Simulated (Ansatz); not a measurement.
Cost and result for the atomization energy of CH8B2Si, SMILES `BC(B)[SiH3]` (12 atoms, 11 bonds).

Cartesian coordinates in Å:
```
B -0.689 -0.549 -1.438
C 0.424 -0.441 -0.394
B 0.079 -1.087 0.963
Si 0.284 1.290 0.404
H -0.436 -0.821 -2.577
H -1.830 -0.381 -1.117
H 1.451 -0.575 -0.738
H 0.916 -1.651 1.605
H -1.036 -0.998 1.395
H -1.045 1.903 0.183
H 1.365 2.133 -0.162
H 0.516 1.176 1.876
```

Charge 0, multiplicity 1. Geometry: relaxed with PBE0-D4/def2-TZVP. Program: Ansatz. All runs use 2 threads of an AMD EPYC 9R45 on a shared host. Times are those of one run each, without the atoms' runs, and a repeat can differ threefold. Electronic energies, without spin–orbit coupling; frozen cores. CCSD(T)/CBS adds CCSD(T) − MP2 in def2-TZVPP to the MP2 limit, and its time is that of the two runs behind it. T1 = 0.012. HSE06 is the plane-wave form, built on full-range PBE exchange.

CCSD(T)/CBS is a level of theory with its own doubt, some kJ/mol a heavy atom from the limit and from the frozen cores, so smaller differences don't rank the functionals.

| level | functions | wall time |
| --- | --- | --- |
| BLYP-D4/def2-TZVPP | 247 | 1.6 s |
| PBE0-D4/def2-TZVPP | 247 | 1.6 s |
| CCSD(T)/def2-SVP | 100 | 2.2 s |
| r2SCANh-D4/def2-TZVPP | 247 | 2.4 s |
| BHLYP-D4/def2-TZVPP | 247 | 2.5 s |
| B2PLYP/def2-TZVPP | 247 | 3.3 s |
| PBE-QIDH/def2-TZVPP | 247 | 3.4 s |
| HSE06-D4/def2-TZVPP | 247 | 3.6 s |
| ωB97X-V/def2-TZVPP | 247 | 4.5 s |
| ωB97M-V/def2-TZVPP (with forces) | 247 | 6.5 s |
| MP2/def2-QZVPP | 481 | 13 s |
| CCSD(T)/def2-TZVPP | 247 | 2.1 min |
| CCSD(T)/CBS(def2) | – | 2.4 min |

**Question.** What atomization energy does each give, and how far from CCSD(T)/CBS? (Estimate.)

**Answer.** The calculation gave: 
```tsv
level	atomization (kJ/mol)	difference from CCSD(T)/CBS	per bond
BLYP-D4/def2-TZVPP	4076.7	-14.5	-1.3
PBE0-D4/def2-TZVPP	4111.0	19.8	1.8
CCSD(T)/def2-SVP	3913.7	-177.5	-16.1
r2SCANh-D4/def2-TZVPP	4122.9	31.7	2.9
BHLYP-D4/def2-TZVPP	4077.3	-13.9	-1.3
B2PLYP/def2-TZVPP	4071.7	-19.5	-1.8
PBE-QIDH/def2-TZVPP	4097.4	6.2	0.6
HSE06-D4/def2-TZVPP	4112.7	21.5	2.0
ωB97X-V/def2-TZVPP	4124.4	33.2	3.0
ωB97M-V/def2-TZVPP (with forces)	4127.5	36.3	3.3
MP2/def2-QZVPP	4079.0	-12.2	-1.1
CCSD(T)/def2-TZVPP	4010.6	-80.6	-7.3
CCSD(T)/CBS(def2)	4091.2	0.0	0.0
```

From PBE to PBE0 (25 % exact exchange), in def2-TZVPP and without D4, the atomization energy moves by −9.3 kJ/mol: exact exchange takes away binding that semilocal exchange gives to molecules. The D4 term adds +37.9 kJ/mol with B3LYP and +19.7 kJ/mol with PBE0; it sums over pairs of atoms, weighted by their polarisabilities, and B3LYP, whose exchange is more repulsive, gets the larger term. At CCSD(T), def2-SVP lies −177.5 kJ/mol from the extrapolated value and def2-TZVPP −80.6 kJ/mol: correlation converges slowly with the basis, and small sets miss more of it in the bonded molecule than in its fragments.

B3LYP here is the variant with VWN-RPA as its local correlation; programs differ in this.
